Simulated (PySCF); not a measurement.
## BH2(OEt): computed shieldings and shifts

BH2(OEt), C2H7BO, point group C1.

Geometry:
| atom | x (Å) | y (Å) | z (Å) |
| --- | --- | --- | --- |
| B1 | 0.889 | 1.482 | -0.937 |
| H2 | 1.996 | 1.150 | -0.560 |
| H3 | 0.712 | 2.279 | -1.829 |
| O4 | -0.203 | 0.966 | -0.361 |
| C5 | -0.154 | 0.009 | 0.681 |
| C6 | -0.709 | -1.315 | 0.211 |
| H7 | 0.886 | -0.100 | 1.037 |
| H8 | -0.756 | 0.405 | 1.515 |
| H9 | -0.765 | -2.026 | 1.048 |
| H10 | -1.722 | -1.183 | -0.200 |
| H11 | -0.075 | -1.753 | -0.574 |

GIAO calculations in PySCF on the PBE0-D3(BJ)/def2-SVP structure: isolated species, non-relativistic, equivalent atoms averaged; basis pcSseg-1.

**Question.** Give the isotropic shieldings (ppm) with PBE0, wB97X-D.

**Answer.** 
| atoms | environment | PBE0 | wB97X-D |
| --- | --- | --- | --- |
| O4 | oxygen bonded to C, B | 88.3 | 103.2 |
| C5 | carbon bonded to C, O, 2 H | 110.8 | 111.7 |
| C6 | carbon bonded to C, 3 H | 164.3 | 164.2 |
| B1 | boron bonded to O, 2 H | 54.3 | 56.4 |
| H2/H3 | hydrogen on a boron bonded to O | 26.18 | 26.43 |
| H7/H8 | hydrogen on a carbon bonded to C, O | 27.14 | 27.31 |
| H9/H10/H11 | hydrogen on a carbon bonded to C | 29.96 | 30.07 |
| HOMO–LUMO gap (eV) | – | 8.27 | 12.14 |

**Question.** And the chemical shifts, against references computed in the same way?

**Answer.** 
```json
{"atoms": "O4", "nucleus, reference": "$^{17}$O, H2O", "PBE0": "246.3", "wB97X-D": "229.9"}
{"atoms": "C5", "nucleus, reference": "$^{13}$C, TMS", "PBE0": "73.6", "wB97X-D": "72.8"}
{"atoms": "C6", "nucleus, reference": "$^{13}$C, TMS", "PBE0": "20.1", "wB97X-D": "20.3"}
{"atoms": "B1", "nucleus, reference": "$^{11}$B, BF3·OEt2", "PBE0": "46.5", "wB97X-D": "45.2"}
{"atoms": "H2/H3", "nucleus, reference": "$^{1}$H, TMS", "PBE0": "5.08", "wB97X-D": "4.95"}
{"atoms": "H7/H8", "nucleus, reference": "$^{1}$H, TMS", "PBE0": "4.13", "wB97X-D": "4.07"}
{"atoms": "H9/H10/H11", "nucleus, reference": "$^{1}$H, TMS", "PBE0": "1.31", "wB97X-D": "1.31"}
```

**Question.** Which part of the shielding of O4 depends on the functional?

**Answer.** Diamagnetic: PBE0 395, wB97X-D 395 ppm; paramagnetic: PBE0 -307, wB97X-D -292 ppm. The diamagnetic part, set mainly by inner electrons, hardly moves; the paramagnetic part goes with low-lying magnetically allowed excitations and carries the spread.

**Question.** What couplings does B3LYP/pcJ-1 (spin–dipole term only in couplings to heteroatoms) give?

**Answer.** $^{1}J$(B1,H2) = 152.6, $^{1}J$(C5,H7) = 147.6, $^{1}J$(C6,H9) = 133.5, $^{1}J$(C5,C6) = 40.7, $^{1}J$(O4,C5) = 19.6, $^{1}J$(B1,O4) = -3.1, $^{2}J$(H2,H3) = 21.2, $^{2}J$(H9,H10) = -14.1, $^{2}J$(H7,H8) = -11.4, $^{2}J$(H2,O4) = -9.3, $^{2}J$(O4,H7) = -4.3, $^{2}J$(O4,C6) = -3.8, $^{2}J$(C5,H9) = -3.5, $^{3}J$(H2,C5) = 11.4 Hz (averaged over equivalent pairs; isotopes $^{11}$B, $^{1}$H, $^{13}$C, $^{17}$O).

Experimental scales use liquid or dissolved standards, which lie at an offset from isolated H2O (liquid H2O: subtract about 36 ppm).
